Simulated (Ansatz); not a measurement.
Total energies of Sn(SMe)H3 (CH6SSn) from Ansatz at PBE0-D4/def2-TZVP, gas phase (1 Eh = 27.2114 eV = 2625.5 kJ/mol). The reference geometry is relaxed at r2SCAN-D4/def2-SVP.

```csv
state,geometry,energy (Eh)
charge 0 singlet,reference,-654.04888
charge 1 doublet,reference,-653.72721
free Sn atom (triplet),–,-214.25870
free S atom (triplet),–,-397.97371
free C atom (triplet),–,-37.80537
free H atom (doublet),–,-0.50104
```

In the def2 sets Sn takes a core potential; there is no spin–orbit coupling.

Problem. Work out the vertical ionisation energy to the doublet.

Solution. E(charge 1 doublet) − E(charge 0 singlet) = -653.72721 − (-654.04888) = 0.32167 Eh = 8.75 eV. For comparison, −ε of the highest occupied level is 6.70 eV at this level, 2.05 eV less.

Problem. What is the binding energy per atom against free atoms?

Solution. Atoms: 1 × (-214.25870) + 1 × (-397.97371) + 1 × (-37.80537) + 6 × (-0.50104) = -653.04402 Eh. Binding: -653.04402 − (-654.04888) = 1.00486 Eh = 27.34 eV, or 3.04 eV for each of 9 atoms (no zero-point energy, no counterpoise term).
